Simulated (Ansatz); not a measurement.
Process, species as SMILES: [F][Ge] (F-Ge) → F atom + Ge atom
B3LYP-D3(BJ)/def2-TZVP geometries, fixed; electronic energies without zero-point terms.

Basis-set convergence of the atomisation energy at CCSD(T) with Ansatz (a quantum-chemistry and plane-wave program). Cartesian d functions, on some or all atoms, in 3-21G; all else is spherical. Cores are frozen (with 3d on Ga to Br). Open shells are unrestricted. No added dispersion term, no relativity. Functions are those of the species that has most. Reference: Hartree-Fock in aug-cc-pVQZ plus the correlation part extrapolated as X^-3 from aug-cc-pVTZ and aug-cc-pVQZ, 124.62 kcal/mol, itself unsure by roughly 0.69 kcal/mol (a third of the extrapolation step and of the last Hartree-Fock step). Deviations are taken from unrounded values.

| basis | functions | atomisation energy (kcal/mol) | minus reference (kcal/mol) |
|---|---|---|---|
| 3-21G | 32 | 102.44 | -22.18 |
| pcseg-1 | 41 | 107.88 | -16.74 |
| def2-SVP | 46 | 109.23 | -15.38 |
| aug-cc-pVDZ | 59 | 115.16 | -9.46 |
| aug-pcseg-1 | 59 | 115.66 | -8.96 |
| def2-SVPD | 61 | 115.69 | -8.93 |
| 6-311G** | 62 | 106.76 | -17.85 |
| cc-pVTZ | 73 | 117.23 | -7.39 |
| pcseg-2 | 73 | 118.64 | -5.98 |
| def2-TZVPP | 79 | 118.48 | -6.14 |
| def2-TZVPPD | 94 | 119.96 | -4.65 |
| cc-pVQZ | 123 | 121.96 | -2.66 |
| def2-QZVP | 132 | 121.93 | -2.69 |
| def2-QZVPP | 146 | 122.05 | -2.57 |
| def2-QZVPPD | 161 | 122.35 | -2.27 |
| aug-cc-pVQZ | 173 | 123.27 | -1.35 |
| aug-pcseg-3 | 178 | 123.04 | -1.58 |
| cc-pV5Z | 195 | 123.29 | -1.33 |
